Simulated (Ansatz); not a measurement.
`NB1CNC1` at its PBE0-D4/def2-TZVP geometry, where that method's forces vanish. The species carries charge 0 and has multiplicity 1.

```xyz
12

N     1.0023   -1.5072    0.7509
B     0.2956   -0.4412    0.2227
C     0.5622    0.6673   -0.8798
N    -0.9015    0.8999   -0.8570
C    -1.1625    0.1575    0.3989
H     1.9392   -1.7391    0.4685
H     0.6224   -2.1285    1.4444
H     0.9571    0.4006   -1.8652
H     1.1578    1.5080   -0.4923
H    -1.1792    1.8727   -0.8438
H    -1.2471    0.7971    1.2909
H    -2.0463   -0.4873    0.3617
```

Task: What forces (eV/Å) does r2SCAN-D4/def2-TZVPP give on these atoms in Ansatz? (An estimate is asked.)

Result: The calculation gave: 
```
N1   0.041 -0.063  0.030
B2  -0.035  0.069 -0.020
C3   0.262 -0.047 -0.007
N4  -0.229  0.103 -0.267
C5  -0.047 -0.139  0.222
H6   0.020 -0.021  0.006
H7   0.009 -0.025  0.015
H8   0.009  0.020 -0.015
H9   0.015  0.018 -0.003
H10 -0.008  0.063  0.014
H11 -0.013  0.010  0.017
H12 -0.023  0.011  0.008
```
